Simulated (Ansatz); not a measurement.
Species: C₃H₈BrSi, net charge 0, doublet state. It need not be the lowest isomer of its formula. 
Structure (B3LYP-D3(BJ)/def2-TZVP (Ansatz, an electronic-structure program) minimum search):
```xyz
13

C     -0.4684     2.0249    -0.8848
Si    -0.0325     0.2439    -0.8286
C      1.6681    -0.0719    -1.5254
C     -1.3461    -0.8128    -1.6254
Br     0.0384    -0.3411     1.3687
H      0.2770     2.8100    -0.8218
H     -1.4950     2.3744    -0.8806
H      1.6924     0.1711    -2.5907
H      2.4163     0.5383    -1.0174
H      1.9471    -1.1197    -1.4049
H     -2.3219    -0.6264    -1.1746
H     -1.1150    -1.8725    -1.5065
H     -1.4135    -0.5924    -2.6938
```
Charge 0, spin multiplicity 2.

Dipole moments at this geometry, in debye (magnitudes).

```tsv
level	program	dipole (D)
SVWN5/def2-TZVPD	Ansatz	2.28
PBE/def2-TZVPD	Ansatz	2.28
revPBE/def2-TZVPD	Ansatz	2.29
r2SCAN/def2-TZVPD	Ansatz	2.40
B97M-V/def2-TZVPD	Ansatz	2.36
PBE0/def2-TZVPD	Ansatz	2.44
BHLYP/def2-TZVPD	Ansatz	2.53
r2SCANh/def2-TZVPD	Ansatz	2.44
HSE06/def2-TZVPD	Ansatz	2.43
CAM-B3LYP/def2-TZVPD	Ansatz	2.49
LC-wPBE/def2-TZVPD	Ansatz	2.55
wB97M-V/def2-TZVPD	Ansatz	2.47
CCSD(T)/def2-SVPD	Ansatz	?
```

**Question.** Some entries are withheld; supply them.

**Answer.** 
- CCSD(T)/def2-SVPD, dipole (D): 2.41
